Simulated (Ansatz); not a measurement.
Geometry optimisation, RHF/def2-SVP (Ansatz 0.2.0).

The input (input.yaml):

```yaml
crystal:
  periodic: [false, false, false]
  atoms:
    - { symbol: B, position_ang: [-0.80175, 1.51739, -0.15044] }
    - { symbol: Si, position_ang: [-0.30974, -0.33154, -0.08516] }
    - { symbol: C, position_ang: [1.25147, -1.08181, 0.27047] }
    - { symbol: Cl, position_ang: [-1.79973, -1.68234, -0.49013] }
    - { symbol: H, position_ang: [0.00553, 2.332, 0.07712] }
    - { symbol: H, position_ang: [-1.88442, 1.88486, -0.4067] }
    - { symbol: H, position_ang: [2.14535, -0.52648, 0.50193] }
    - { symbol: H, position_ang: [1.37905, -2.15081, 0.26372] }
basis:
  gaussian: { orbitals: def2-SVP }
hamiltonian:
  xc: hf
relax:
  f_tol: 0.015
  max_steps: 40
```

Launched with:

```bash
$ ansatz run input.yaml --threads 1 --pin off --max-ram 2048MiB --backend cpu --events-out ev --progress --plain --runs-dir out
```

Where does it end, and by what steps?

It converged. After 7 steps the energy has fallen by 0.209 eV; H7 moved furthest, 0.20 Å.

| step | energy less start (eV) | largest force component (eV/Å) | accepted |
| --- | --- | --- | --- |
| 0 | 0.0000 | 2.466 | yes |
| 1 | -0.1731 | 0.949 | yes |
| 2 | -0.0962 | 1.164 | no |
| 3 | -0.2053 | 0.233 | yes |
| 4 | -0.2076 | 0.139 | yes |
| 5 | -0.2080 | 0.154 | yes |
| 6 | -0.2086 | 0.106 | yes |
| 7 | -0.2090 | 0.007 | yes |

```xyz
8
Properties=species:S:1:pos:R:3
B -0.761 1.509 -0.140
Si -0.332 -0.447 -0.096
C 1.210 -1.065 0.259
Cl -1.890 -1.742 -0.515
H 0.124 2.277 0.102
H -1.854 1.920 -0.395
H 2.019 -0.376 0.477
H 1.470 -2.116 0.288
```

Whether the end is a true minimum wasn't checked by a vibrational analysis.

Run time: 15 s on 1 thread of Arm Neoverse V1 (shared host), peak memory 0.26 GiB.
